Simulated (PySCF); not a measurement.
Gas-phase reaction: 2 TaCl₅ + N₂H₂ + 2 H = 2 TaCl₄NH₂ + Cl₂

Method: PySCF energies plus ideal-gas RRHO corrections (1 bar). † marks an energy on the PBE0/def2-TZVP geometry and frequencies; other levels use their own. MP2 and CCSD(T) freeze the core. Open shells (unrestricted): H (multiplicity 2); the rest are closed-shell singlets. Ta: scalar-relativistic def2 core potential, no spin-orbit coupling. TaCl₄NH₂: computed as isolated molecules; such fragments, hydroxides, amides, oligomers or adducts are transient or little studied in the gas. MP2 isn't extrapolated to the basis-set limit; its ΔH°(298 K) is -426.8 kJ in def2-SVP and -480.2 kJ in def2-TZVPP. CCSD(T) isn't extrapolated to the basis-set limit. The harmonic model lacks anharmonicity and excited electronic states, which grow with temperature; levels with a mode under 35 cm⁻¹ are left out. Soft modes under 120 cm⁻¹ make the harmonic entropy rough for TaCl₅, TaCl₄NH₂.

```
level               ΔE electronic, kJ  ΔH°(298 K), kJ  ΔS°(298 K), J/K  ΔG°(800 K), kJ
------------------  -----------------  --------------  ---------------  --------------
BLYP/def2-TZVP†                  -528            -482             -214            -307
CCSD(T)/def2-SVP†                -494            -448             -214            -273
M06-2X/def2-TZVP†                -573            -526             -214            -352
MP2/def2-TZVPP†                  -527            -480             -214            -306
PBE/def2-TZVP†                   -524            -478             -214            -303
PBE0/def2-QZVP†                  -547            -501             -214            -326
PBE0/def2-SVP†                   -512            -466             -214            -291
PBE0/def2-TZVP                   -540            -494             -214            -319
r2SCAN/def2-TZVP†                -542            -495             -214            -321
ωB97M-V/def2-TZVP†               -559            -513             -214            -338
```
ΔH° is lowest at M06-2X/def2-TZVP† and highest at CCSD(T)/def2-SVP†. No reference value is set beside these.
